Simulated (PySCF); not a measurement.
C5H9O3, SMILES C(=O)(O[CH]COC)C, doublet, GFN2-xTB optimised geometry.

```
17

C     -1.74    -0.58     0.00
O     -0.34    -0.58     0.00
C      0.21     0.06     1.13
C      1.68    -0.01     1.03
O      2.56     0.49     1.91
C      2.22     1.14     3.05
C      3.46     1.57     3.78
O      1.08     1.34     3.41
H     -2.05    -1.09    -0.91
H     -2.14     0.45     0.00
H     -2.14    -1.11     0.87
H     -0.15    -0.43     2.06
H     -0.14     1.11     1.19
H      2.14    -0.49     0.19
H      3.20     1.85     4.80
H      4.20     0.77     3.78
H      3.89     2.44     3.28
```

Density from unrestricted PBE0/def2-SVP (PySCF) at that geometry.

Minimum of the electron density along straight lines between bonded atoms, close to the bond critical point (lines longer than 1.1 times the sum of covalent radii, or with two minima, are not listed):

| bond | length / Å | ρ at the minimum / e bohr⁻³ | ∇²ρ there / e bohr⁻⁵ | position (fraction from the first atom) |
|---|---|---|---|---|
| C1–O2 | 1.406 | 0.261 | -0.42 | 0.34 |
| O2–C3 | 1.406 | 0.265 | -0.50 | 0.66 |
| C3–C4 | 1.478 | 0.270 | -0.66 | 0.49 |
| C4–O5 | 1.343 | 0.280 | 0.17 | 0.33 |
| O5–C6 | 1.350 | 0.289 | -0.26 | 0.67 |
| C6–C7 | 1.505 | 0.259 | -0.63 | 0.52 |
| C6–O8 | 1.211 | 0.413 | 0.25 | 0.33 |
| C1–H9 | 1.088 | 0.284 | -1.10 | 0.64 |
| C1–H10 | 1.097 | 0.278 | -1.03 | 0.63 |
| C1–H11 | 1.097 | 0.278 | -1.03 | 0.63 |
| C3–H12 | 1.107 | 0.273 | -1.00 | 0.63 |
| C3–H13 | 1.107 | 0.273 | -1.00 | 0.63 |
| C4–H14 | 1.074 | 0.289 | -1.14 | 0.65 |
| C7–H15 | 1.085 | 0.279 | -1.05 | 0.64 |
| C7–H16 | 1.086 | 0.277 | -1.03 | 0.63 |
| C7–H17 | 1.089 | 0.274 | -1.00 | 0.63 |
